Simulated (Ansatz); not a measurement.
The same atomization along the group B, Al, Ga, In.

Gas-phase electronic energies from Ansatz, PBE0-D4/def2-TZVP geometries. CCSD(T)/CBS is the MP2 limit (def2-TZVPP, def2-QZVPP) plus CCSD(T) − MP2 in def2-TZVPP, frozen cores. Small cases extrapolate CCSD(T) itself. No spin–orbit coupling; open shells (•) take unrestricted orbitals. Spin–orbit coupling would lower the free atoms: a little for Al, B, O, Si; clearly for Ga; strongly for In. def2 core potentials past Kr. For Ga, In outer-core shells are correlated without core-valence functions, so the limit isn't a true one: a few kJ/mol of doubt a bond, and 10 to 20 or more in all where bonds break to atoms. Scalar relativity is left out up to krypton. Each species was taken in one conformer, which may not be the lowest.

Q: Order these by ΔE at CCSD(T)/CBS, lowest first. (Best estimate.)
A. `OB(O)O[SiH3]` → 5 H• + B• + 3 O• + Si•
B. `[OH][Al]([OH])[O][SiH3]` → 5 H• + Al• + 3 O• + Si•
C. `[OH][Ga]([OH])[O][SiH3]` → 5 H• + Ga• + 3 O• + Si•
D. `[OH][In]([OH])[O][SiH3]` → 5 H• + In• + 3 O• + Si•

A: D (+3317.3 kJ/mol), C (+3503.8 kJ/mol), B (+3804.1 kJ/mol), A (+4045.1 kJ/mol).

Largest T1 diagnostic: 0.018, for Al•.

Extrapolated directly: `[OH][Al]([OH])[O][SiH3]` → 5 H• + Al• + 3 O• + Si•.

For atomizations the MP2-based limit and the directly extrapolated one differ by several kJ/mol either way, and by 10 to 25 for some Ge, Se and Sn compounds, so smaller differences from it don't rank the levels.
